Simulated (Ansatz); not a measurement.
`O[SiH2]OP` and `O[SiH2]O` differ in one atom or group.

Ansatz, PBE0-D4/def2-TZVP geometries, multiplicity 1. Each molecule was computed in one conformer, which needn't be the lowest.

```
                                      property  `O[SiH2]OP`
         HOMO energy (ωB97M-V/def2-TZVPP) / eV        -9.54
            LUMO energy (PBE0/def2-TZVPP) / eV        -0.34
             HOMO energy (PBE/def2-TZVPP) / eV        -6.06
       HOMO–LUMO gap (ωB97M-V/def2-TZVPP) / eV        11.06
          HOMO–LUMO gap (PBE0/def2-TZVPP) / eV         6.96
size of the dipole moment (PBE/def2-TZVPP) / D         1.16
```

Question: What does the change do to each property? (Estimate.)

Answer: Ansatz gave: 
```csv
property,`O[SiH2]O`,shift
HOMO energy (ωB97M-V/def2-TZVPP) / eV,-11.20,-1.66
LUMO energy (PBE0/def2-TZVPP) / eV,0.50,0.84
HOMO energy (PBE/def2-TZVPP) / eV,-7.37,-1.31
HOMO–LUMO gap (ωB97M-V/def2-TZVPP) / eV,13.21,2.15
HOMO–LUMO gap (PBE0/def2-TZVPP) / eV,9.39,2.43
size of the dipole moment (PBE/def2-TZVPP) / D,1.09,-0.07
```

With PBE0 the HOMO falls by 1.59 eV and the LUMO rises by 0.84 eV, so the gap widens by about 2.43 eV. PBE moves the HOMO by -1.31 eV and ωB97M-V by -1.66 eV. The zero-point energy changes by -22.3 kJ/mol with -6 modes. Dipoles are sizes alone; their direction can turn.
